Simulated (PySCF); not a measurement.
Gas-phase XPS of phosphorus tribromide, computed

Phosphorus tribromide, PBr3.
Atom-mapped SMILES: `[Br:1][P:2]([Br:3])[Br:4]`

Structure used (PBE0-D3(BJ)/def2-SVP), in Å, numbered top down from 1:
```
atom  x, y, z in Å
Br1    1.5052    0.7261   -1.1268
P2     0.4179   -0.2037    0.5882
Br3   -1.2017    1.2966    0.9460
Br4   -0.7080   -1.8367   -0.4415
```

Level of theory: PySCF 2.14.0, delta-SCF UKS SCAN, pcX-2 on the ionised atom, pcseg-1 elsewhere, spin-free X2C. These are vertical core ionisation energies against the vacuum level, from separate self-consistent calculations with and without the core hole.

What binding energy does each computed site have?

```tsv
atom(s)	environment	level	binding energy (eV)	2p1/2 (eV)	count
P2	three-coordinate phosphorus	P 1s	2153.20	–	1
P2	three-coordinate phosphorus	P 2p3/2	139.34	140.24	1
```

Which photon energy gives electrons from P 1s of P2 a kinetic energy of 50 eV, and what is their de Broglie wavelength?

hν = 2153.20 + 50 = 2203.20 eV, recoil neglected; λ = 12.264 Å/√(E/eV) = 1.73 Å.

The 2p values aren't plain energy differences: one relaxed spin-free 2p hole is combined with a matrix within the shell (ground-state 2p orbital-energy differences and spin–orbit coupling). 2p3/2, the mean of its two sublevels, lies a third of the splitting below the shell's mean and 2p1/2 two thirds above it; the statistical areas are 2:1. 2p1/2 minus 2p3/2 (ligand field included): P 0.90 eV. No level of bromine is listed. Geometry: PBE0-D3(BJ)/def2-SVP; no solvent, vibrations or thermal averaging.
